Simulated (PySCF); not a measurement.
C₂H₈BCl₃GeSi, SMILES [SiH2]([Ge]([Cl])([Cl])[Cl])B(C)C (GFN2-xTB optimised geometry):

```
16

Ge     1.899     0.227    -2.446
Cl     0.878     1.953    -3.330
Cl     3.899     0.365    -3.290
Cl     1.012    -1.436    -3.562
Si     1.504     0.043     0.000
B     -0.459     0.043     0.000
C     -1.217    -1.310    -0.240
C     -1.220     1.415     0.000
H      2.296    -1.152     0.331
H      2.296     1.173     0.510
H     -0.844    -2.138     0.360
H     -2.296    -1.259    -0.114
H     -1.034    -1.602    -1.278
H     -2.296     1.342     0.140
H     -1.061     1.867    -0.984
H     -0.833     2.138     0.715
```

Level of theory: PBE0/def2-TZVP (PySCF).

**Question.** What are the frontier orbital energies and the dipole moment?

**Answer.** HOMO-2 -8.96 eV, HOMO-1 -8.80 eV, HOMO -8.27 eV, LUMO -2.75 eV, LUMO+1 -1.11 eV; dipole moment 4.73 D.

On the same geometry PBE/def2-TZVP in PySCF 2.14.0 gives HOMO-2 -7.55 eV, HOMO-1 -7.38 eV, HOMO -7.14 eV, LUMO -3.57 eV, LUMO+1 -2.01 eV; dipole moment 4.46 D.

Meta-Löwdin charges at PBE0/def2-TZVP: Ge1 0.72, Cl2 -0.31, Cl3 -0.28, Cl4 -0.31, Si5 0.29, B6 0.07, C7 -0.46, C8 -0.46, H9 -0.05, H10 -0.05, H11 0.14, H12 0.13, H13 0.16, H14 0.13, H15 0.16, H16 0.13.
